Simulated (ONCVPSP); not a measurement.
Building the ONCV potential for Gd (Z = 64) (LDA (Perdew-Zunger), fully relativistic).

ONCVPSP 4.0.1 was run on this input:

```
# ATOM AND REFERENCE CONFIGURATION
# atsym  z   nc   nv     iexc    psfile
  Gd 64.00    9    5        3      upf
#
#   n    l    f
    1    0    2.00
    2    0    2.00
    2    1    6.00
    3    0    2.00
    3    1    6.00
    3    2   10.00
    4    0    2.00
    4    1    6.00
    4    2   10.00
    4    3    7.00
    5    0    2.00
    5    1    6.00
    5    2    1.00
    6    0    2.00
#
# PSEUDOPOTENTIAL AND OPTIMIZATION
# lmax
    3
#
#   l,   rc,      ep,       ncon, nbas, qcut
    0    1.85    0.00    3    8    6.60
    1    2.10    0.00    5    9    5.40
    2    2.15    0.00    3    7    4.00
    3    1.20    0.00    4    9   13.60
#
# LOCAL POTENTIAL
# lloc, lpopt,  rc(5),   dvloc0
    4    5    0.85    0.00
#
# VANDERBILT-KLEINMAN-BYLANDER PROJECTORs
# l, nproj, debl
    0    2    2.50
    1    2    0.50
    2    1    1.40
    3    2    3.20
#
# MODEL CORE CHARGE
# icmod, fcfact, rcfact
    0    0.00    0.00
#
# LOG DERIVATIVE ANALYSIS
# epsh1, epsh2, depsh
   -3.00    5.00    0.02
#
# OUTPUT GRID
# rlmax, drl
    6.00    0.01
#
# TEST CONFIGURATIONS
# ncnf
    4
# nvcnf
#   n    l    f
    5
    4    3    7.00
    5    0    2.00
    5    1    6.00
    5    2    1.00
    6    0    1.00
#
    5
    4    3    7.00
    5    0    2.00
    5    1    6.00
    5    2    1.00
    6    0    0.00
#
    5
    4    3    7.00
    5    0    2.00
    5    1    6.00
    5    2    0.00
    6    0    0.00
#
    5
    4    3    7.00
    5    0    2.00
    5    1    6.00
    5    2    1.50
    6    0    1.50
#
```

Command:

```bash
oncvpspr.x < Gd.dat > Gd.out
```

Output (shortened: citation, most of the input echo, consistency checks and plot data are left out):

```
ONCVPSP  (Optimized Norm-Conservinng Vanderbilt PSeudopotential)
relativistic version 4.0.1

#   n    l    f        energy (Ha)
    1    0    2.00    -1.8376430D+03
    2    0    2.00    -3.0330854D+02
    2    1    6.00    -2.6256118D+02    -2.8810398D+02
    3    0    2.00    -6.7221116D+01
    3    1    6.00    -5.5383194D+01    -6.0620462D+01
    3    2   10.00    -4.2806195D+01    -4.3948316D+01
    4    0    2.00    -1.3520348D+01
    4    1    6.00    -9.7793413D+00    -1.0951686D+01
    4    2   10.00    -5.3286635D+00    -5.5406136D+00
    4    3    7.00    -3.1418677D-01    -3.4205565D-01
    5    0    2.00    -1.8294076D+00
    5    1    6.00    -9.5747088D-01    -1.1194409D+00
    5    2    1.00    -9.5070267D-02    -1.0502280D-01
    6    0    2.00    -1.5708008D-01

Reference configufation results
  iterations    30
  all-electron total energy (Ha)   -1.12725293D+04

Begin loop to  construct optimized pseudo wave functions
and semi-local pseudopoentials for all angular momenta

Calculating optimized projector #   1

 for l=   0

    Fraction of norm inside rc  0.878023
    Optimizing pswf for qcut=   6.60 a_B^-1,  ecut=  21.77 Ha
    Residual kinetic energy error=  1.65D-06 Ha

    Energy error per electron        Cutoff
         Ha          eV             Ha
         0.01000     0.27211       11.69
         0.00100     0.02721       15.30
         0.00010     0.00272       17.86
         0.00001     0.00027       19.91

Calculating optimized projector #   2

 for l=   0

    Fraction of norm inside rc  0.043280
    Optimizing pswf for qcut=   6.60 a_B^-1,  ecut=  21.77 Ha
    Residual kinetic energy error=  6.34D-07 Ha

    Energy error per electron        Cutoff
         Ha          eV             Ha
         0.01000     0.27211        8.71
         0.00100     0.02721       13.24
         0.00010     0.00272       16.59
         0.00001     0.00027       19.07

WARNING wellstate: negative energy specified for n= 6 l=  1
WARNING scattering state with energy  0.25000000
WARNING will be used for the first projector

   Wellstate for l =  1  n =  6 kap= -2
     eigenvalue =   0.2500
     asymptotic potential =   0.7500
     half-point radius =  4.1688

Calculating optimized projector #   1

 for l=   1

    Fraction of norm inside rc  0.830046
    Optimizing pswf for qcut=   5.40 a_B^-1,  ecut=  14.59 Ha
    Residual kinetic energy error=  2.00D-04 Ha

    Energy error per electron        Cutoff
         Ha          eV             Ha
         0.01000     0.27211        5.15
         0.00100     0.02721       11.59
         0.00010     0.00272       23.05
         0.00001     0.00027       56.98

Calculating optimized projector #   2

 for l=   1

    Fraction of norm inside rc  0.110719
    Optimizing pswf for qcut=   5.40 a_B^-1,  ecut=  14.59 Ha
    Residual kinetic energy error=  1.53D-04 Ha

    Energy error per electron        Cutoff
         Ha          eV             Ha
         0.01000     0.27211        4.69
         0.00100     0.02721       11.10
         0.00010     0.00272       15.64
         0.00001     0.00027       38.47

   Wellstate for l =  1  n =  6 kap=  1
     eigenvalue =  -0.6194

Calculating optimized projector #   1

 for l=   1

    Fraction of norm inside rc  0.875093
    Optimizing pswf for qcut=   5.40 a_B^-1,  ecut=  14.59 Ha
    Residual kinetic energy error=  1.53D-04 Ha

    Energy error per electron        Cutoff
         Ha          eV             Ha
         0.01000     0.27211        5.59
         0.00100     0.02721        9.26
         0.00010     0.00272       19.92
         0.00001     0.00027       56.49

Calculating optimized projector #   2

 for l=   1

    Fraction of norm inside rc  0.106834
    Optimizing pswf for qcut=   5.40 a_B^-1,  ecut=  14.59 Ha
    Residual kinetic energy error=  1.35D-04 Ha

    Energy error per electron        Cutoff
         Ha          eV             Ha
         0.01000     0.27211        5.17
         0.00100     0.02721        7.90
         0.00010     0.00272       15.24
         0.00001     0.00027       40.09

Calculating optimized projector #   1

 for l=   2

    Fraction of norm inside rc  0.349426
    Optimizing pswf for qcut=   4.01 a_B^-1,  ecut=   8.03 Ha
    Residual kinetic energy error=  6.43D-04 Ha

    Energy error per electron        Cutoff
         Ha          eV             Ha
         0.01000     0.27211        5.54
         0.00100     0.02721        7.63
         0.00010     0.00272       18.21
         0.00001     0.00027       41.79

Calculating optimized projector #   1

 for l=   2

    Fraction of norm inside rc  0.376179
    Optimizing pswf for qcut=   4.01 a_B^-1,  ecut=   8.03 Ha
    Residual kinetic energy error=  8.80D-04 Ha

    Energy error per electron        Cutoff
         Ha          eV             Ha
         0.01000     0.27211        5.79
         0.00100     0.02721        7.91
         0.00010     0.00272       23.88
         0.00001     0.00027       44.88

   Wellstate for l =  3  n =  6 kap= -4
     eigenvalue =   2.8858
     asymptotic potential =   3.3858
     half-point radius =  3.0354

Calculating optimized projector #   1

 for l=   3

    Fraction of norm inside rc  0.809752
    Optimizing pswf for qcut=  13.59 a_B^-1,  ecut=  92.38 Ha
    Residual kinetic energy error=  5.75D-05 Ha

    Energy error per electron        Cutoff
         Ha          eV             Ha
         0.01000     0.27211       73.12
         0.00100     0.02721       82.01
         0.00010     0.00272       89.96
         0.00001     0.00027      227.28

Calculating optimized projector #   2

 for l=   3

    Fraction of norm inside rc  0.067584
    Optimizing pswf for qcut=  13.59 a_B^-1,  ecut=  92.38 Ha
    Residual kinetic energy error=  1.20D-04 Ha

    Energy error per electron        Cutoff
         Ha          eV             Ha
         0.01000     0.27211       71.52
         0.00100     0.02721       83.10
         0.00010     0.00272       95.15
         0.00001     0.00027      256.59

   Wellstate for l =  3  n =  6 kap=  3
     eigenvalue =   2.8579

Calculating optimized projector #   1

 for l=   3

    Fraction of norm inside rc  0.817524
    Optimizing pswf for qcut=  13.59 a_B^-1,  ecut=  92.38 Ha
    Residual kinetic energy error=  5.94D-05 Ha

    Energy error per electron        Cutoff
         Ha          eV             Ha
         0.01000     0.27211       73.25
         0.00100     0.02721       82.14
         0.00010     0.00272       90.07
         0.00001     0.00027      227.62

Calculating optimized projector #   2

 for l=   3

    Fraction of norm inside rc  0.067782
    Optimizing pswf for qcut=  13.59 a_B^-1,  ecut=  92.38 Ha
    Residual kinetic energy error=  1.24D-04 Ha

    Energy error per electron        Cutoff
         Ha          eV             Ha
         0.01000     0.27211       71.69
         0.00100     0.02721       83.24
         0.00010     0.00272       95.47
         0.00001     0.00027      259.42

Construct Vanderbilt / Kleinmman-Bylander projectors

B matrix Hermiticity error, ll=  0  kap= -1
   1   2    1.4631D-04

  Orthonormal projector coefficients  1.7645E+01  1.2240E+00

B matrix Hermiticity error, ll=  1  kap= -2
   1   2    1.2568D-04

  Orthonormal projector coefficients  1.3554E+01  1.0976E+00

B matrix Hermiticity error, ll=  1  kap=  1
   1   2    1.4514D-04

  Orthonormal projector coefficients  1.3814E+01  1.0948E+00

B matrix Hermiticity error, ll=  3  kap= -4
   1   2   -6.0626D-04

  Orthonormal projector coefficients -1.2437E+01 -5.1047E+00

B matrix Hermiticity error, ll=  3  kap=  3
   1   2   -6.1536D-04

  Orthonormal projector coefficients -1.2531E+01 -5.1599E+00

 Orthonormal scalar projector coefficients, l =  1
  1.3628E+01  1.0999E+00  9.4984E-03  3.4265E-04

 Orthonormal spin-orbit projector coefficients, l =  1
 -7.0180E-01  4.8054E-01  5.9615E-02 -9.7060E-03

 Orthonormal scalar projector coefficients, l =  2
  5.4631E+00  8.0207E-04

 Orthonormal spin-orbit projector coefficients, l =  2
 -1.0888E-01  2.6829E-02

 Orthonormal scalar projector coefficients, l =  3
 -1.2477E+01 -5.1283E+00 -3.2275E-06 -3.4739E-07

 Orthonormal spin-orbit projector coefficients, l =  3
  2.7367E-02  1.5797E-02 -4.8036E-04 -3.8387E-05

Pseudoatom total energy -108.663659

Diagnostic tests using Vanderbilt-Kleinman-Bylander pseudopotentials
  relativistic with J = L +/- 1/2 projectors

   l  kap   rcore       rmatch      e in        delta e    norm test   slope test

   0  -1   1.8535834   1.9098622  -1.8294076   0.0000108   1.0001438   1.0001522
   0  -1   1.8535834   1.9098622  -0.1570801   0.0000026   1.0000409   1.0000363

   1  -2   2.1016952   2.1655072  -0.9574709   0.0000006   1.0001378   1.0001511
   1   1   2.1016952   2.1655072  -1.1194409  -0.0000048   1.0000415   1.0000387
   1  -2   2.1016952   2.1655072   0.2500000   0.0000076   1.0002026   1.0002026
   1   1   2.1016952   2.1655072   0.2097962   0.0000130   1.0001547   1.0001547

   2  -3   2.1525917   2.2179490  -0.0950703  -0.0000229   0.9999591   0.9993172
   2   2   2.1525917   2.2179490  -0.1050228  -0.0000232   0.9999637   0.9993180

   3  -4   1.2049181   1.2415020  -0.3141868  -0.0000149   1.0002502   1.0002944
   3   3   1.2049181   1.2415020  -0.3420557   0.0000285   1.0002913   1.0001949
   3  -4   1.2049181   1.2415020   2.8858132   0.0001426   1.0004634   1.0004634
   3   3   1.2049181   1.2415020   2.8814756   0.0001767   1.0004549   1.0004549

Diagnostic tests using Vanderbilt-Kleinman-Bylander pseudopotentials
  relativistic with scalar and spin-orbit non-local projectors

   l  kap   rcore       rmatch      e in        delta e    norm test   slope test

   0  -1   1.8535834   1.9098622  -1.8294076   0.0000108   1.0001438   1.0001522
   0  -1   1.8535834   1.9098622  -0.1570801   0.0000026   1.0000409   1.0000363

   1  -2   2.1016952   2.1655072  -0.9574709  -0.0000864   1.0001389   1.0000679
   1   1   2.1016952   2.1655072  -1.1194409  -0.0000741   0.9999981   0.9999428
   1  -2   2.1016952   2.1655072   0.2500000  -0.0000011   1.0002007   1.0002007
   1   1   2.1016952   2.1655072   0.2097962  -0.0000211   1.0002199   1.0002199

   2  -3   2.1525917   2.2179490  -0.0950703  -0.0001106   0.9998142   0.9965137
   2   2   2.1525917   2.2179490  -0.1050228  -0.0001201   0.9998384   0.9970784

   3  -4   1.2049181   1.2415020  -0.3141868  -0.0000147   1.0002502   1.0002945
   3   3   1.2049181   1.2415020  -0.3420557   0.0000286   1.0002913   1.0001949
   3  -4   1.2049181   1.2415020   2.8858132   0.0001428   1.0004634   1.0004634
   3   3   1.2049181   1.2415020   2.8814756   0.0001769   1.0004549   1.0004549

Ghost test for J = L + 1/2

 Testing for bound ghosts
   n   l    E NL Schr. Eq   E Basis Diag.   E Cutoff

       0                      -14.166743     76.72  WARNING - GHOST(-)
   1   0       -1.829397       -1.829405     76.72
   2   0       -0.157077       -0.086256     76.72

       1                       -1.602377     89.73  WARNING - GHOST(-)
   2   1       -0.957470       -0.957454     89.73

   3   2       -0.095093       -0.085418     39.52

   4   3       -0.314202       -0.311425    340.14

 Testing for highly-localized positive-energy ghosts
       l    <radius>/rc     E Basis Diag.   E Cutoff

       2        0.750004        1.398044     39.52  WARNING - GHOST(+)

Ghost test for J = L - 1/2

 Testing for bound ghosts
   n   l    E NL Schr. Eq   E Basis Diag.   E Cutoff

       0                      -14.166743     76.72  WARNING - GHOST(-)
   1   0       -1.829397       -1.829405     76.72
   2   0       -0.157077       -0.086256     76.72

   2   1       -1.119446       -1.119439     89.73

   3   2       -0.105046       -0.096727     39.52

   4   3       -0.342027       -0.339569    340.14

 Testing for highly-localized positive-energy ghosts
       l    <radius>/rc     E Basis Diag.   E Cutoff

       1        0.198761       -0.636657     89.73  WARNING - GHOST(+)

       2        0.728736        1.567948     39.52  WARNING - GHOST(+)

Test configuration 0

   n   l kap    f        eae           eps        diff
   1   0  -1  2.0000-1837.64295125
   2   0  -1  2.0000 -303.30854032
   2   1  -2  4.0000 -262.56117783
   2   1   1  2.0000 -288.10397859
   3   0  -1  2.0000  -67.22111596
   3   1  -2  4.0000  -55.38319385
   3   1   1  2.0000  -60.62046178
   3   2  -3  6.0000  -42.80619512
   3   2   2  4.0000  -43.94831592
   4   0  -1  2.0000  -13.52034814
   4   1  -2  4.0000   -9.77934133
   4   1   1  2.0000  -10.95168587
   4   2  -3  6.0000   -5.32866346
   4   2   2  4.0000   -5.54061363
   4   3  -4  4.0000   -0.31418677   -0.31420162   -1.49E-05
   4   3   3  3.0000   -0.34205565   -0.34202719    2.85E-05
   5   0  -1  2.0000   -1.82940759   -1.82939676    1.08E-05
   5   1  -2  4.0000   -0.95747088   -0.95747026    6.15E-07
   5   1   1  2.0000   -1.11944093   -1.11944574   -4.81E-06
   5   2  -3  0.6000   -0.09507027   -0.09509321   -2.29E-05
   5   2   2  0.4000   -0.10502280   -0.10504605   -2.32E-05
   6   0  -1  2.0000   -0.15708008   -0.15707744    2.64E-06

    Total energies and differences
      AE_ref= -1.12725293E+04  AE_tst= -1.12725293E+04  dif=  0.00E+00
      PS_ref= -1.08663659E+02  PS_tst= -1.08663659E+02  dif= -2.56E-13
      PSP excitation error=  2.56E-13

Test configuration 1

   n   l kap    f        eae           eps        diff
   1   0  -1  2.0000-1837.88060640
   2   0  -1  2.0000 -303.54493363
   2   1  -2  4.0000 -262.79762812
   2   1   1  2.0000 -288.34050371
   3   0  -1  2.0000  -67.45709459
   3   1  -2  4.0000  -55.61917474
   3   1   1  2.0000  -60.85646473
   3   2  -3  6.0000  -43.04217114
   3   2   2  4.0000  -44.18429850
   4   0  -1  2.0000  -13.75643404
   4   1  -2  4.0000  -10.01546767
   4   1   1  2.0000  -11.18778282
   4   2  -3  6.0000   -5.56479420
   4   2   2  4.0000   -5.77673791
   4   3  -4  4.0000   -0.55011513   -0.55059347   -4.78E-04
   4   3   3  3.0000   -0.57800923   -0.57845567   -4.46E-04
   5   0  -1  2.0000   -2.06550809   -2.06550492    3.17E-06
   5   1  -2  4.0000   -1.19275280   -1.19271426    3.85E-05
   5   1   1  2.0000   -1.35511425   -1.35510372    1.05E-05
   5   2  -3  0.6000   -0.31308813   -0.31306947    1.87E-05
   5   2   2  0.4000   -0.32463630   -0.32461673    1.96E-05
   6   0  -1  1.0000   -0.35086057   -0.35085117    9.40E-06

    Total energies and differences
      AE_ref= -1.12725293E+04  AE_tst= -1.12722773E+04  dif=  2.52E-01
      PS_ref= -1.08663659E+02  PS_tst= -1.08411715E+02  dif=  2.52E-01
      PSP excitation error=  8.21E-06

Test configuration 2

   n   l kap    f        eae           eps        diff
   1   0  -1  2.0000-1838.15783519
   2   0  -1  2.0000 -303.82021481
   2   1  -2  4.0000 -263.07300436
   2   1   1  2.0000 -288.61600175
   3   0  -1  2.0000  -67.73141595
   3   1  -2  4.0000  -55.89349969
   3   1   1  2.0000  -61.13083838
   3   2  -3  6.0000  -43.31653730
   3   2   2  4.0000  -44.45868138
   4   0  -1  2.0000  -14.03092381
   4   1  -2  4.0000  -10.29004636
   4   1   1  2.0000  -11.46229932
   4   2  -3  6.0000   -5.83941055
   4   2   2  4.0000   -6.05133886
   4   3  -4  4.0000   -0.82423435   -0.82526704   -1.03E-03
   4   3   3  3.0000   -0.85218113   -0.85319721   -1.02E-03
   5   0  -1  2.0000   -2.33970973   -2.33964937    6.04E-05
   5   1  -2  4.0000   -1.46465033   -1.46451817    1.32E-04
   5   1   1  2.0000   -1.62802950   -1.62794320    8.63E-05
   5   2  -3  0.6000   -0.56060465   -0.56051552    8.91E-05
   5   2   2  0.4000   -0.57398747   -0.57389070    9.68E-05
   6   0  -1  0.0000   -0.55860185   -0.55860185    0.00E+00

    Total energies and differences
      AE_ref= -1.12725293E+04  AE_tst= -1.12718225E+04  dif=  7.07E-01
      PS_ref= -1.08663659E+02  PS_tst= -1.07956945E+02  dif=  7.07E-01
      PSP excitation error=  2.98E-05

Test configuration 3

psatom_r: WARNING lschvkbb convergence error n,l,kap,iter=   3   2  -3

ea(ii),et,emin,emax -1.031128E-01 -1.134241E-01 -1.134241E-01 -1.134241E-01

psatom_r: WARNING lschvkbb convergence error n,l,kap,iter=   4   3  -4

ea(ii),et,emin,emax -3.364774E-01 -3.028297E-01 -3.028297E-01 -3.028297E-01

psatom_r: WARNING lschvkbb convergence error n,l,kap,iter=   1   0  -1

ea(ii),et,emin,emax -1.851456E+00 -1.666310E+00 -1.666310E+00 -1.666310E+00

psatom_r: WARNING lschvkbb convergence error n,l,kap,iter=   2   1  -2

ea(ii),et,emin,emax -9.791142E-01 -1.077026E+00 -1.077026E+00 -1.077026E+00

psatom_r: WARNING lschvkbb convergence error n,l,kap,iter=   3   2  -3

ea(ii),et,emin,emax -1.031128E-01 -1.134241E-01 -1.134241E-01 -1.134241E-01

psatom_r: WARNING lschvkbb convergence error n,l,kap,iter=   4   3  -4

ea(ii),et,emin,emax -3.364774E-01 -3.028297E-01 -3.028297E-01 -3.028297E-01

psatom_r: WARNING lschvkbb convergence error n,l,kap,iter=   1   0  -1

ea(ii),et,emin,emax -1.851456E+00 -2.036601E+00 -2.036601E+00 -2.036601E+00

psatom_r: WARNING lschvkbb convergence error n,l,kap,iter=   2   1  -2

ea(ii),et,emin,emax -9.791142E-01 -1.077026E+00 -1.077026E+00 -1.077026E+00

psatom_r: WARNING lschvkbb convergence error n,l,kap,iter=   3   2  -3

ea(ii),et,emin,emax -1.031128E-01 -1.134241E-01 -1.134241E-01 -1.134241E-01

psatom_r: WARNING lschvkbb convergence error n,l,kap,iter=   2   0  -1

ea(ii),et,emin,emax -1.570615E-01 -1.727676E-01 -1.727676E-01 -1.727676E-01
run_config_r: WARNING for fully non-local PS atom,
 WARNING no output for configuration 4

Test configuration 4

   n   l kap    f        eae           eps        diff
   1   0  -1  2.0000-1837.61614560
   2   0  -1  2.0000 -303.28028843
   2   1  -2  4.0000 -262.53296152
   2   1   1  2.0000 -288.07582447
   3   0  -1  2.0000  -67.19349051
   3   1  -2  4.0000  -55.35556671
   3   1   1  2.0000  -60.59281486
   3   2  -3  6.0000  -42.77840070
   3   2   2  4.0000  -43.92050728
   4   0  -1  2.0000  -13.49248674
   4   1  -2  4.0000   -9.75135719
   4   1   1  2.0000  -10.92377901
   4   2  -3  6.0000   -5.30048451
   4   2   2  4.0000   -5.51246563
   4   3  -4  4.0000   -0.28605904   -0.28717493   -1.12E-03
   4   3   3  3.0000   -0.31390342   -0.31499492   -1.09E-03
   5   0  -1  2.0000   -1.80084176   -1.80113400   -2.92E-04
   5   1  -2  4.0000   -0.93102345   -0.93112324   -9.98E-05
   5   1   1  2.0000   -1.09214995   -1.09236419   -2.14E-04
   5   2  -3  0.9000   -0.07935305   -0.07932225    3.08E-05
   5   2   2  0.6000   -0.08860546   -0.08857702    2.84E-05
   6   0  -1  1.5000   -0.14849287   -0.14851213   -1.93E-05

    Total energies and differences
      AE_ref= -1.12725293E+04  AE_tst= -1.12724983E+04  dif=  3.09E-02
      PS_ref= -1.08663659E+02  PS_tst= -1.08632719E+02  dif=  3.09E-02
      PSP excitation error= -1.20E-05
```

Note: ghosts flagged at negative energy: s at -385.5 eV, p3/2 at -43.6 eV, p1/2 at -17.3 eV; GHOST(+) flagged for d5/2 at 38.0 eV, d3/2 at 42.7 eV. A true bound ghost makes a file unfit for plane-wave use.

The run took about 8.1 s on one core of a shared server CPU.
